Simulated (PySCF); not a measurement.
## Ga (gallium, neutral) across methods

[Ar] 3d10 4s2 4p1, 2P determinant. Computed with PySCF 2.14 in dyall-av2z, with no relativity, point nucleus.

| method | E (hartree) | mean ε 4s α (eV) | mean ε 4s β (eV) | mean ε 4p α (eV) | Σ⟨r²⟩ (bohr²) | ⟨S²⟩ |
| --- | --- | --- | --- | --- | --- | --- |
| UHF | -1923.24049 | -12.433 | -10.773 | -5.846 | 41.01 | 0.763 |
| HSE06 | -1924.576 | -9.616 | -8.865 | -3.408 | 40.16 | 0.753 |
| BP86 | -1925.106 | -9.066 | -8.534 | -3.069 | 40.19 | 0.752 |
| PBE0 | -1924.578 | -9.974 | -9.159 | -3.801 | 40.18 | 0.754 |
| PBE | -1924.549 | -8.914 | -8.332 | -2.973 | 40.46 | 0.752 |
| B97-3 | -1924.666 | -9.903 | -9.120 | -3.705 | 40.41 | 0.753 |
| wB97X-V | -1924.650 | -12.340 | -11.436 | -5.640 | 39.98 | 0.754 |
| LDA | -1921.828 | -9.144 | -8.620 | -2.965 | 40.13 | 0.751 |
| r2SCAN | -1924.814 | -9.177 | -8.536 | -3.233 | 39.79 | 0.756 |
